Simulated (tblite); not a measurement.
C6H12OSi2.
SMILES with atom numbers: `[CH:1]#[C:2][SiH2:3][O:4][SiH2:5][CH:6]1[CH2:7][CH2:8][CH2:9]1` (hydrogens: H10 on C1; H11, H12 on Si3; H13, H14 on Si5; H15 on C6; H16, H17 on C7; H18, H19 on C8; H20, H21 on C9)

Computed with GFN2-xTB (tblite), gas phase: L-BFGS steps from a force-field or distance-geometry start until the largest atomic force falls under 0.01 eV/Å.

Step 23: E = -721.2055 eV
```
atom  x, y, z in Å  |  force x, y, z in eV/Å
C1      3.9003    1.3266   -0.2073    0.006   0.006   0.015
C2      3.3142    0.3542   -0.6037    0.011  -0.055  -0.002
Si3     2.4070   -1.1645   -1.1669    0.006   0.020  -0.013
O4      1.3861   -1.6409    0.0045    0.013   0.031   0.003
Si5     0.2094   -1.2670    1.0592    0.018   0.016   0.009
C6     -1.2305   -0.4843    0.1137   -0.015  -0.035   0.008
C7     -2.4115    0.1170    0.8951   -0.054  -0.016   0.013
C8     -2.4773    1.2518   -0.1330    0.040   0.006   0.023
C9     -1.0514    0.8900   -0.5659    0.020  -0.008  -0.021
H10     4.4139    2.1780    0.1421   -0.025  -0.027  -0.032
H11     3.2941   -2.3176   -1.3145    0.009   0.055  -0.010
H12     1.6225   -0.8157   -2.3563    0.032  -0.021   0.010
H13     0.7562   -0.3155    2.0240    0.021   0.028   0.046
H14    -0.1307   -2.5607    1.6489   -0.015   0.016  -0.006
H15    -1.6124   -1.1936   -0.6231   -0.049  -0.042  -0.051
H16    -3.2971   -0.5036    1.0029   -0.056  -0.044   0.002
H17    -2.1101    0.4720    1.8791   -0.008   0.005   0.006
H18    -3.2029    1.0450   -0.9207    0.020   0.049   0.060
H19    -2.6383    2.2573    0.2521   -0.006   0.004  -0.015
H20    -0.3019    1.5016   -0.0668    0.018   0.018  -0.002
H21    -0.8482    0.8868   -1.6341    0.016  -0.006  -0.044
```

Step 24: E = -721.2067 eV
```
atom  x, y, z in Å  |  force x, y, z in eV/Å
C1      3.9001    1.3274   -0.2085   -0.010  -0.027   0.005
C2      3.3159    0.3545   -0.6063    0.026  -0.033   0.004
Si3     2.4093   -1.1633   -1.1682   -0.024  -0.009  -0.024
O4      1.3865   -1.6319    0.0049    0.014   0.020  -0.003
Si5     0.2086   -1.2664    1.0611    0.055   0.010   0.039
C6     -1.2304   -0.4856    0.1153   -0.040  -0.025  -0.005
C7     -2.4131    0.1150    0.8941   -0.068   0.014   0.014
C8     -2.4749    1.2537   -0.1306    0.013   0.003   0.017
C9     -1.0510    0.8871   -0.5665    0.001   0.029  -0.024
H10     4.4128    2.1772    0.1428   -0.005   0.010  -0.020
H11     3.2926   -2.3201   -1.3137    0.008   0.063  -0.006
H12     1.6270   -0.8177   -2.3609    0.036  -0.022   0.022
H13     0.7558   -0.3164    2.0289    0.008   0.017   0.033
H14    -0.1275   -2.5620    1.6518   -0.013   0.033  -0.020
H15    -1.6122   -1.1950   -0.6212   -0.045  -0.052  -0.055
H16    -3.3002   -0.5049    0.9957   -0.049  -0.040   0.007
H17    -2.1168    0.4690    1.8798   -0.001  -0.005   0.019
H18    -3.2031    1.0532   -0.9171    0.016   0.036   0.044
H19    -2.6350    2.2596    0.2560    0.019  -0.020  -0.009
H20    -0.3009    1.5012   -0.0724    0.038   0.011   0.007
H21    -0.8526    0.8821   -1.6354    0.021  -0.010  -0.046
```

Task: Estimate the geometry and energy of step 25. (The exact step hangs on the optimiser's Hessian estimate; all steps are aligned on step 24, rigid shifts and turns removed.)

Result: E = -721.2080 eV, largest force 0.088 eV/Å
```
atom  x, y, z in Å  |  force x, y, z in eV/Å
C1      3.8999    1.3280   -0.2098   -0.022  -0.056  -0.005
C2      3.3185    0.3540   -0.6091    0.041  -0.006   0.010
Si3     2.4116   -1.1620   -1.1699   -0.046  -0.033  -0.024
O4      1.3873   -1.6216    0.0054    0.011   0.006  -0.003
Si5     0.2084   -1.2654    1.0637    0.069   0.013   0.053
C6     -1.2313   -0.4876    0.1168   -0.056  -0.010  -0.019
C7     -2.4160    0.1129    0.8934   -0.060   0.031   0.009
C8     -2.4719    1.2557   -0.1275   -0.018   0.000   0.008
C9     -1.0503    0.8842   -0.5674   -0.018   0.048  -0.018
H10     4.4115    2.1764    0.1431    0.012   0.042  -0.008
H11     3.2915   -2.3215   -1.3135    0.012   0.058  -0.003
H12     1.6328   -0.8203   -2.3658    0.030  -0.018   0.022
H13     0.7554   -0.3171    2.0352   -0.005   0.006   0.016
H14    -0.1244   -2.5627    1.6550   -0.008   0.045  -0.032
H15    -1.6130   -1.1975   -0.6203   -0.030  -0.043  -0.039
H16    -3.3045   -0.5071    0.9879   -0.033  -0.021   0.011
H17    -2.1244    0.4656    1.8809    0.000  -0.023   0.023
H18    -3.2030    1.0631   -0.9124    0.006   0.016   0.015
H19    -2.6309    2.2619    0.2601    0.047  -0.034   0.006
H20    -0.2989    1.5011   -0.0784    0.048  -0.010   0.007
H21    -0.8570    0.8768   -1.6377    0.022  -0.011  -0.030
```

The energy changes by -0.0013 eV. The first-order estimate −F·Δx gives -0.0018 eV and the mean of the old and new forces, exact on a quadratic surface, -0.0013 eV. The step makes an angle of 73° with the force vector and moves no atom by more than 0.011 Å.
